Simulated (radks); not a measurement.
The numbers below are computed, except where a source is named.
Charge is removed step by step from the 5p3/2 level of Dy, starting from [Kr] 4d10 4f10 5s2 5p(1/2: 2, 3/2: 4) 6s2. Level of theory: Dirac Kohn-Sham, PBE, spin-unpolarised, spherical densities, point nucleus; open shells fill j = l - 1/2 first (a radial shooting solver on a logarithmic mesh with Libxc functionals).

| removed (e) | E - E(0) (eV) | eigenvalue (eV) | E minus straight line (eV) |
|---|---|---|---|
| 0 | 0.000 | -23.963 | 0.000 |
| 0.125 | 3.072 | -25.202 | -0.576 |
| 0.25 | 6.302 | -26.477 | -0.995 |
| 0.375 | 9.693 | -27.783 | -1.253 |
| 0.5 | 13.249 | -29.118 | -1.345 |
| 0.625 | 16.974 | -30.478 | -1.269 |
| 0.75 | 20.870 | -31.863 | -1.021 |
| 0.875 | 24.940 | -33.270 | -0.599 |
| 1 | 29.188 | -34.698 | 0.000 |

Removing the whole electron costs 29.188 eV by Delta-SCF, against 23.963 eV from minus the eigenvalue at the starting occupation. Slater's transition state (half an electron removed) gives 29.118 eV. Integrating minus the eigenvalue over the occupation (Janak's theorem) gives 29.188 eV. The mean slope of the eigenvalue, de/dn, is 10.7 eV per electron.
